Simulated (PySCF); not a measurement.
Polarisability and C₆ of Kr⁺ (krypton, charge +1)

[Ar] 3d10 4s2 4p5, 2P determinant. Computed with PySCF 2.14 in aug-cc-pVTZ-PP with ECP10MDF (6s5p4d2f, 55 functions), with a scalar-relativistic core potential. Coupled (time-dependent) response in atomic units; α is the mean over directions.

| method | mean α (bohr³) | α xx, yy, zz | C₆ (like pair) | S(−4) |
| --- | --- | --- | --- | --- |
| UHF | 10.58 | 10.25, 10.74, 10.74 | 64.43 | 19.92 |
| PBE | 11.12 | 10.61, 11.38, 11.38 | 68.48 | 23.16 |
| PBE0 | 10.88 | 10.43, 11.10, 11.10 | 66.62 | 21.68 |
| M06-2X | 10.90 | 10.54, 11.08, 11.08 | 65.92 | 22.25 |
| M06-L | 10.82 | 10.33, 11.06, 11.06 | 67.69 | 20.33 |

S(−4) is the Cauchy moment in α(ω) = α(0) + S(−4) ω² + …

Spin-orbit coupling is absent.

α(iu) at M06-2X:

```
u (hartree)  α(iu) (bohr³)
          0          10.90
     0.0500          10.85
      0.100          10.69
      0.200          10.09
      0.300          9.247
      0.500          7.354
      0.750          5.332
       1.00          3.899
       1.50          2.258
       2.00          1.449
       3.00         0.7412
       5.00         0.3074
```

A single London oscillator, α(iu) = α/(1 + u²/ω²), gives C₆ = (3/4) ω α². Matching the computed C₆ needs ω = 4 × 65.92 / (3 × 10.90²) = 0.740 hartree.

For an ion, C₆ is the dispersion term alone; charge-induced terms of lower order in 1/R come first.

The components differ because the open shell of this determinant is not spherical; for a pure term their mean is the scalar polarisability.

Energies and moments cover only the electrons outside the core potential.
